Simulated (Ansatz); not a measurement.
`O[CH2][ZnH]` + CH₃NH₂ → `C[NH][ZnH]` + CH₃OH at 298.15 K and 1 bar (ligand exchange at a Zn–C bond).

Program: Ansatz. Geometries: PBE0-D4/def2-TZVP. ΔE: electronic, gas phase. CCSD(T)/CBS adds triple-zeta CCSD(T) − MP2 to the extrapolated MP2 energy (def2 sets, frozen cores). This one scheme is used for every species. For Zn outer-core shells are correlated without core-valence functions, which leaves a few kJ/mol of doubt a bond. Scalar relativity is left out up to krypton. Each species was taken in one conformer, which may not be the lowest.

| species | CCSD(T)/CBS energy (Eh) | H − E (kJ/mol) | S (J/(mol·K)) |
| --- | --- | --- | --- |
| `O[CH2][ZnH]` | -1893.96502 | 138.6 | 295.4 |
| CH₃NH₂ | -95.75281 | 180.0 | 240.4 |
| `C[NH][ZnH]` | -1874.12279 | 172.4 | 305.0 |
| CH₃OH | -115.61712 | 146.3 | 238.2 |

H − E and S are ideal-gas, rigid-rotor, harmonic terms from PBE0-D4/def2-TZVP, for one conformer and one mirror image of each species. 1 Eh = 2625.50 kJ/mol, R = 8.31446 J/(mol·K).

**Question.** By hand: ΔE, ΔH, ΔS and ΔG.

**Answer.** ΔE = (-1874.12279) + (-115.61712) − (-1893.96502) − (-95.75281) = -0.02208 Eh = -58.0 kJ/mol. Δ(H − E) = 172.4 + 146.3 − 138.6 − 180.0 = 0.1, so ΔH = -57.9 kJ/mol. ΔS = 305.0 + 238.2 − 295.4 − 240.4 = 7.4 J/(mol·K). ΔG = -57.9 − 298.15 × (7.4)/1000 = -60.1 kJ/mol.

**Question.** By hand: the equilibrium constant, and the temperature at which ΔG would vanish if ΔH and ΔS stayed fixed.

**Answer.** log₁₀ K = −ΔG/(RT ln 10) = 10.5. ΔH and −TΔS have one sign here, so there is no such temperature.

The number of gas molecules stays the same, so ΔS is small and ΔH decides. A doubt of 5 kJ/mol in ΔE shifts log₁₀ K by 0.9 here. Other conformers and mirror images would add mixing entropy, several J/(mol·K) or more a flexible species. These are equilibria of isolated gas molecules and say nothing of rates. Largest T1 diagnostic: 0.015 (customary marks: 0.02 for closed shells, 0.045 for open ones).

ΔS is within the doubt of such terms, so its sign, and with it that verdict, could turn.
